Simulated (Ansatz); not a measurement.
Compare A (`C[Si](C)(C)F`) with its isomer B (`CC(F)C[SiH3]`).

Isolated molecules relaxed with PBE0-D4/def2-TZVP in Ansatz; ΔE leaves out vibrations. CCSD(T)/CBS is the MP2 limit (def2-TZVPP, def2-QZVPP) plus CCSD(T) − MP2 in def2-TZVPP, frozen cores. Functionals use def2-TZVPP. Each species was taken in one conformer, which may not be the lowest.

A:

```xyz
14

C     1.456    0.760    0.689
Si   -0.177    0.378   -0.118
C     0.044   -0.635   -1.663
C    -1.355   -0.434    1.071
F    -0.834    1.784   -0.557
H     2.124    1.279   -0.002
H     1.954   -0.159    1.012
H     1.320    1.394    1.569
H     0.700   -0.127   -2.375
H    -0.915   -0.814   -2.156
H     0.489   -1.606   -1.431
H    -0.965   -1.400    1.406
H    -2.327   -0.610    0.602
H    -1.514    0.189    1.954
```

B:

```xyz
14

C    -0.858    1.057    1.566
C    -0.592    0.543    0.174
F    -0.112    1.608   -0.596
C     0.412   -0.588    0.110
Si    0.940   -1.042   -1.641
H    -1.272    0.261    2.189
H     0.070    1.407    2.023
H    -1.570    1.884    1.542
H    -1.531    0.232   -0.300
H     1.300   -0.329    0.697
H    -0.026   -1.476    0.577
H    -0.264   -1.206   -2.501
H     1.830   -0.015   -2.238
H     1.673   -2.336   -1.603
```

Task: Which is lower in electronic energy at CCSD(T)/CBS, and by how much? (Best estimate.)

Result: Computed: A, by 74.2 kcal/mol.

Task: Give E(B) − E(A) in kcal/mol with B2PLYP, BLYP-D4, CCSD/def2-TZVPP, r2SCAN-D4, PBE-D4, LDA (SPW92), PBE0-D4. (Estimate.)

Result: The calculation gave: B2PLYP 73.6, BLYP-D4 71.4, CCSD/def2-TZVPP 72.8, r2SCAN-D4 74.5, PBE-D4 70.7, LDA (SPW92) 69.1, PBE0-D4 72.2. None reverses the order clearly.

Task: Does the order hold for the free energy at 298.15 K (harmonic terms from PBE0-D4)? (Estimate.)

Result: Computed: Yes: G(B) − G(A) = +72.3 kcal/mol, for one conformer each.

Largest T1 diagnostic: 0.011.

Leaving LDA and LC-ωPBE aside and taking each functional with its dispersion term where it has one, the values, not all of them listed here, spread over 4.9 kcal/mol, from revPBE-D4 to r2SCAN0-D4. LDA lies −1.5 kcal/mol from PBE without D4. From PBE to PBE0 (25 % exact exchange), in def2-TZVPP and without D4, E(B) − E(A) moves by +1.4 kcal/mol.
